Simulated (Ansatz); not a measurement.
Isolated molecules relaxed with PBE0-D4/def2-TZVP in Ansatz; ΔE leaves out vibrations. CCSD(T)/CBS is the MP2 limit (def2-TZVPP, def2-QZVPP) plus CCSD(T) − MP2 in def2-TZVPP, frozen cores. DFT in def2-TZVPP. For Ge outer-core shells are correlated without core-valence functions, which leaves a few kJ/mol of doubt a bond. Scalar relativity is left out up to krypton. Each species was taken in one conformer, which may not be the lowest.

`[BH2][GeH2][CH2][SiH3]` + `NC1=CC1` → `[NH2][GeH2][CH2][SiH3]` + `BC1=CC1`  (formal exchange of groups at a Ge–B bond)

CCSD(T)/CBS gives -113.9 kJ/mol.

**Question.** Another level gave -97.1 kJ/mol. Which?
A. CCSD(T)/def2-TZVPP
B. MP2/def2-TZVPP
C. PBE0/def2-TZVPP
D. r2SCAN-D4/def2-TZVPP

**Answer.** C. PBE0 -97.1, CCSD(T)/def2-TZVPP -115.0, r2SCAN-D4 -110.2, MP2/def2-TZVPP -126.2 kJ/mol.

Largest T1 diagnostic among the species: 0.011.

In def2-TZVPP, CCSD(T) changes the Hartree–Fock value by −34.1 kJ/mol (the triples alone add −7.4 kJ/mol) and MP2 by −45.3 kJ/mol. The D4 term adds −3.3 kJ/mol with B3LYP and −1.5 kJ/mol with PBE0; it sums over pairs of atoms, weighted by their polarisabilities, and B3LYP, whose exchange is more repulsive, gets the larger term.

B3LYP here is the variant with VWN-RPA as its local correlation; programs differ in this.
